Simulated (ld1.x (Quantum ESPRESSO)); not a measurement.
## Pm PAW: all-electron and pseudo phase curves

```json
{
  "Element": "promethium (Pm)",
  "Generator": "ld1.x (Quantum ESPRESSO) 7.5",
  "Type": "PAW",
  "Functional": "PBE",
  "Relativity": "fully relativistic",
  "Frozen core": "[Kr] 4d10 4f4",
  "Valence charge": "11",
  "Reference configuration": "5s2 5p6 5d1 6s1 6p1",
  "Partial waves": "5s (bound): rcut 1.80, rcutus 1.85 bohr; 6s (bound): rcut 1.80, rcutus 1.85 bohr; 5p (bound): rcut 2.15, rcutus 2.55 bohr; 6p (bound): rcut 2.15, rcutus 2.55 bohr; 5d (bound): rcut 2.35, rcutus 3.15 bohr; 5d channel at 2.85 Ry: rcut 2.35, rcutus 3.15 bohr",
  "Local potential": "all-electron potential smoothed inside 1.75 bohr (lloc = -2)",
  "Core correction": "Bessel-smoothed model core inside 1.82 bohr",
  "Augmentation charge": "BESSEL, radius 1.50 bohr"
}
```

Open shells are filled in proportion to 2j + 1 (rel_dist='average').

The phase is arctan(r·u′/u) with u = r·R(r), unwrapped; energies in Ry, scanned from -5 to 5 Ry. A pole is an energy at which the radial function vanishes at the test radius. The pseudo phase is shifted by a multiple of π to meet the all-electron one at the reference energy, and phase errors are pseudo minus all-electron; the curves can meet again beyond the range given. Levels narrower than the energy grid can be missing from the lists of poles.

```
channel  radius (bohr)  reference energy (Ry)  poles, all-electron  poles, pseudo  unbroken range about the reference energy with phases within 0.05 rad  phase error 1 Ry above the reference energy (rad)
      s           3.39                  -0.34          -3.39, 1.34    -3.39, 1.34                                                              below 3.4                                             -0.000
   p1/2           3.39                  -0.15          -2.08, 2.17    -2.08, 2.25                                                              below 3.7                                             +0.004
   p3/2           3.39                  -0.13          -1.80, 2.42    -1.80, 2.48                                                              below 4.1                                             +0.004
   d3/2           3.39                  -0.29           0.12, 4.12     0.12, 4.07                                                        the whole range                                             -0.005
   d5/2           3.39                  -0.27           0.16, 4.19     0.16, 4.13                                                        the whole range                                             -0.004
```

The ghost test of this file was not conclusive.

Phases in the p3/2 channel:

| E (Ry) | all-electron | pseudo |
| --- | --- | --- |
| -5.00 | 1.429 | 1.429 |
| -4.48 | 1.420 | 1.420 |
| -3.96 | 1.407 | 1.407 |
| -3.44 | 1.391 | 1.391 |
| -2.92 | 1.367 | 1.367 |
| -2.40 | 1.315 | 1.315 |
| -1.88 | -1.275 | -1.275 |
| -1.36 | -1.779 | -1.779 |
| -0.84 | -1.872 | -1.871 |
| -0.32 | -2.029 | -2.029 |
| 0.20 | -2.556 | -2.556 |
| 0.72 | -4.006 | -4.002 |
| 1.24 | -4.475 | -4.472 |
| 1.76 | -4.621 | -4.617 |
| 2.28 | -4.697 | -4.691 |
| 2.80 | -4.752 | -4.743 |
| 3.32 | -4.803 | -4.788 |
| 3.84 | -4.868 | -4.837 |
| 4.36 | -4.983 | -4.906 |
| 4.88 | -5.334 | -5.031 |
